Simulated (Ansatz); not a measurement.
BH2(iPr) (C₃H₉B). Total charge 0; singlet. Geometry r2SCAN-D4/def2-SVP.

Cartesian coordinates in Å:
```
B -1.223 0.723 0.823
H -1.695 1.768 0.434
H -1.630 0.251 1.862
C -0.240 -0.077 -0.071
C 0.610 -1.159 0.600
C 0.531 0.695 -1.145
H -1.099 -0.600 -0.588
H 0.025 -1.750 1.321
H 1.447 -0.701 1.153
H 1.050 -1.853 -0.136
H 0.969 0.022 -1.900
H -0.110 1.424 -1.665
H 1.364 1.257 -0.689
```

LC-ωPBE has ω = 0.4 bohr⁻¹. B3LYP takes the VWN-RPA correlation.

(1) Estimate the orbital energies around the gap (eV) in Ansatz with PBE-D4/def2-SVP, B3LYP-D4/6-31G, PBE0-D4/def2-SVP, PBE0-D4/def2-TZVP, LC-ωPBE/def2-TZVP.

Answers

(1) 
| orbital | PBE-D4/def2-SVP | B3LYP-D4/6-31G | PBE0-D4/def2-SVP | PBE0-D4/def2-TZVP | LC-ωPBE/def2-TZVP |
| --- | --- | --- | --- | --- | --- |
| HOMO−5 | -9.90 | -11.23 | -11.55 | -11.62 | -14.67 |
| HOMO−4 | -9.12 | -10.36 | -10.67 | -10.72 | -13.66 |
| HOMO−3 | -8.30 | -9.43 | -9.75 | -9.78 | -12.64 |
| HOMO−2 | -8.28 | -9.38 | -9.72 | -9.74 | -12.54 |
| HOMO−1 | -7.45 | -8.59 | -8.89 | -8.93 | -11.77 |
| HOMO | -6.92 | -7.96 | -8.29 | -8.31 | -11.08 |
| LUMO | -2.05 | -0.95 | -1.02 | -1.15 | 1.15 |
| LUMO+1 | 0.98 | 2.45 | 1.85 | 1.11 | 3.08 |
| LUMO+2 | 2.05 | 3.59 | 2.99 | 2.22 | 4.20 |
| LUMO+3 | 2.37 | 3.98 | 3.27 | 2.32 | 4.24 |
| LUMO+4 | 2.58 | 4.09 | 3.52 | 2.68 | 4.38 |
| LUMO+5 | 2.76 | 4.31 | 3.68 | 2.86 | 4.85 |
